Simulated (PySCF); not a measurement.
**Shifts of the heteroatoms**

Molfile (atoms numbered from 1):
```
C4H8O5Si
     RDKit          3D

 18 17  0  0  0  0  0  0  0  0999 V2000
   -3.6664    0.1674   -0.9416 C   0  0  0  0  0  0  0  0  0  0  0  0
   -2.5014    0.5802   -0.0856 C   0  0  0  0  0  0  0  0  0  0  0  0
   -2.5359    1.4374    0.7556 O   0  0  0  0  0  0  0  0  0  0  0  0
   -1.4008   -0.1013   -0.3642 O   0  0  0  0  0  0  0  0  0  0  0  0
    0.0264    0.2077    0.3991 Si  0  0  0  0  0  4  0  0  0  0  0  0
    0.8910   -0.9116   -0.3848 O   0  0  0  0  0  0  0  0  0  0  0  0
    2.2197   -1.2288   -0.1924 C   0  0  0  0  0  0  0  0  0  0  0  0
    3.2042   -0.2499   -0.8121 C   0  0  0  0  0  0  0  0  0  0  0  0
    4.3708   -0.4915   -0.9627 O   0  0  0  0  0  0  0  0  0  0  0  0
    2.6498    0.9089   -1.1510 O   0  0  0  0  0  0  0  0  0  0  0  0
   -4.5901    0.5649   -0.5322 H   0  0  0  0  0  0  0  0  0  0  0  0
   -3.5156    0.5626   -1.9447 H   0  0  0  0  0  0  0  0  0  0  0  0
   -3.7078   -0.9162   -1.0081 H   0  0  0  0  0  0  0  0  0  0  0  0
    0.4359    1.5831    0.1653 H   0  0  0  0  0  0  0  0  0  0  0  0
   -0.0768   -0.1144    1.8196 H   0  0  0  0  0  0  0  0  0  0  0  0
    2.4676   -1.2810    0.8767 H   0  0  0  0  0  0  0  0  0  0  0  0
    2.4113   -2.2142   -0.6319 H   0  0  0  0  0  0  0  0  0  0  0  0
    3.3091    1.5031   -1.5461 H   0  0  0  0  0  0  0  0  0  0  0  0
  1  2  1  0
  2  3  2  0
  2  4  1  0
  4  5  1  0
  5  6  1  0
  6  7  1  0
  7  8  1  0
  8  9  2  0
  8 10  1  0
  1 11  1  0
  1 12  1  0
  1 13  1  0
  5 14  1  0
  5 15  1  0
  7 16  1  0
  7 17  1  0
 10 18  1  0
M  END
```

Computed data (PySCF): geometry from GFN2-xTB, NMR shieldings at PBE0/pcSseg-1/GIAO. In vacuum, fast rotation and ring inversion assumed for equivalent nuclei, no relativistic terms, one computed conformer.

(1) Where does 29Si resonate?

(2) What are the 17O shifts?

## Answers

(1) 
```csv
atoms,environment,σ (ppm),δ (ppm)
Si5,"silicon bonded to 2 O, 2 H",374.3,-27.7
```

Shieldings were converted by a linear fit to measured shifts: 29Si: δ = 279.94 − 0.822σ (rms 8.9 ppm, 72 shifts, 25.8 ppm with the 6 outliers that the fit left out vs TMS, solution or neat liquid). A few per cent of atoms miss by over 2 rms, more outside the fitted compound classes.

On a 400 MHz spectrometer 29Si resonates near 79.5 MHz, so 1 ppm is 79.5 Hz.

(2) 
```tsv
atoms	environment	σ (ppm)	δ (ppm)
O3	carbonyl oxygen	-135.6	390.2
O9	carbonyl oxygen	-92.1	350.6
O4	oxygen bonded to C, Si	122.8	154.8
O10	acid hydroxyl oxygen	122.8	154.8
O6	oxygen bonded to C, Si	312.0	-17.5
```

Shieldings were converted by a linear fit to measured shifts: 17O: δ = 266.70 − 0.911σ (rms 10.7 ppm, 155 shifts, 12.2 ppm with the 3 outliers that the fit left out vs liquid water, solution or neat liquid). Occasional misses reach two or three times the rms, and more in compound classes unlike the fitted ones.

On a 500 MHz spectrometer 17O resonates near 67.8 MHz, so 1 ppm is 67.8 Hz.

In solution the two oxygens of a carboxylic acid exchange roles by proton transfer and give one 17O line. Hydrogen bonding in solution shields acid and N–H amide carbonyl oxygens by tens of ppm.
